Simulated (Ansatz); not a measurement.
SnBi2. The state is a quintet with charge 0. Geometry PBE0-D4/def2-SVP; atoms count from 1.

```xyz
3

Bi   -0.355   -0.812    1.508
Bi    1.473   -0.536   -0.777
Sn   -1.117    1.349   -0.731
```

In the def2 sets Bi, Sn take a core potential; there is no spin–orbit coupling. At PBE0-D4/def2-TZVP a singlet of charge 0 lies 2.21 eV below the quintet, each at its own geometry. The structure comes from a short search, and lower isomers may exist.

**Question.** Estimate the Mulliken populations from the PBE0/def2-TZVP orbitals of Ansatz.

**Answer.** 
| atom | charge (e) | spin (α − β) |
| --- | --- | --- |
| Bi1 | 0.01 | 1.32 |
| Bi2 | 0.01 | 1.32 |
| Sn3 | -0.01 | 1.36 |
Mulliken values and Mayer orders depend strongly on the basis.

**Question.** Where does the spin sit?

**Answer.** Summed by element: Bi 2.64, Sn 1.36, of 4 unpaired in all. Largest on single atoms: Sn3 1.36, Bi1 1.32, Bi2 1.32.

**Question.** And the Mayer bond orders between bonded heavy atoms (over 0.3)?

**Answer.** Bi1–Bi2 1.26 (2.94 Å); Bi1–Sn3 0.68 (3.20 Å); Bi2–Sn3 0.68 (3.20 Å).
